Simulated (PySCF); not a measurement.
Labels have come off several samples. The candidates:

A. `C#CC1=CC=C[Si@@H]1C#N`
B. `InChI=1S/C4H9FO2Si2/c1-6-4-2-3(5)8-9-7-4/h2,4H,8-9H2,1H3/t4-/m1/s1`
C. `C=C1[SiH2]C=C(C(Cl)Cl)C1=C`

Spectrum 1. 1H NMR (500 MHz, computed): δ 6.88 (br s, 1H), 6.69 (s, 1H), 6.69 (br s, 1H), 6.48 (br s, 1H), 6.28 (t, 1H), 6.01 (br s, 1H), 4.83 (m, 2H). 13C{1H} NMR (computed): δ 166.5 (C), 146.3 (C), 146.1 (C), 134.4 (CH), 132.1 (CH2), 120.9 (CH2), 86.1 (CH).

Spectrum 2. 1H NMR (500 MHz, computed): δ 6.82 (m, 1H), 5.23 (m, 1H), 5.01 (m, 1H), 5.00 (m, 1H), 4.27 (m, 1H), 4.05 (m, 1H), 3.61 (s, 3H). 13C{1H} NMR (computed): δ 179.3 (C), 135.4 (CH), 98.7 (CH), 59.3 (CH3).

Spectrum 3. 1H NMR (500 MHz, computed): δ 7.47 (m, 1H), 7.43 (m, 1H), 5.94 (m, 1H), 4.89 (m, 1H), 3.63 (s, 1H). 13C{1H} NMR (computed): δ 163.9 (CH), 160.3 (CH), 130.2 (CH), 129.5 (C), 120.5 (C), 101.6 (CH), 86.2 (C).

PySCF calculation with shieldings: GIAO PBE0/pcSseg-1 and geometry: GFN2-xTB; single conformer, fast rotation and ring inversion assumed for equivalent nuclei, no solvent, no relativistic terms.

Chemical shifts δ = σref − σ; TMS for 1H (σ = 31.72 ppm), 13C (σ = 186.93 ppm), all at this level. Splittings of carbon signals by F and P are missing where no couplings were computed. Where no couplings were computed, multiplicities follow the n + 1 count of equivalent neighbours, and m marks all less simple cases (inequivalent or close neighbours, rings, F or P nearby). Shifts are as computed. Against solution values, carbons near 30 ppm lie about +3 ppm off and those near 130 ppm about +5 ppm; carbons on Cl a further +6 ppm. Of 1309 compounds with measured shifts, 239 miss one by over three times the rms of a fit or turn the order of signals round; such compounds aren't used in these exercises. Carbons bonded to Cl come out too deshielded.

Match each spectrum to its structure.

Answers

1–C, 2–B, 3–A.

- Spectrum 1 (C): 7 13C signals; δC 146.3 is a fully substituted alkene carbon; δC 146.1 is a fully substituted alkene carbon.
- Spectrum 2 (B): 4 13C signals; δC 135.4 is an alkene CH; δC 98.7 is an sp3 carbon bearing two oxygens.
- Spectrum 3 (A): 7 13C signals; δC 163.9 is an alkene CH; δC 160.3 is an alkene CH.
